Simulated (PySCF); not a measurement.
# TlCl⁺ at BHandHLYP

Computed with BHandHLYP; basis Tl def2-SVP with ECP60, Cl def2-SVP; scalar-relativistic core potentials; PySCF 2.14.

```
state                                                                                                              : ²Π (doublet), unpaired electrons π ↑
bond length                                                                                                        : 3.251 Å
harmonic wavenumber                                                                                                : 93.3 cm⁻¹
force constant                                                                                                     : 0.153 mdyn/Å
rotational constant Be                                                                                             : 0.05338 cm⁻¹
anharmonicity ωexe                                                                                                 : 0.967 cm⁻¹
vibration–rotation constant αe                                                                                     : 0.000626 cm⁻¹
bond order (Mayer)                                                                                                 : 0.20
dipole moment (positive dipole points towards Cl; it is taken about the centre of mass and depends on that origin) : -0.60 D
```

These are scalar-relativistic numbers at best; spin–orbit coupling would shift them, the dissociation energy most. The state is the lowest determinant that a PBE0 search found; another state may lie lower at other levels.
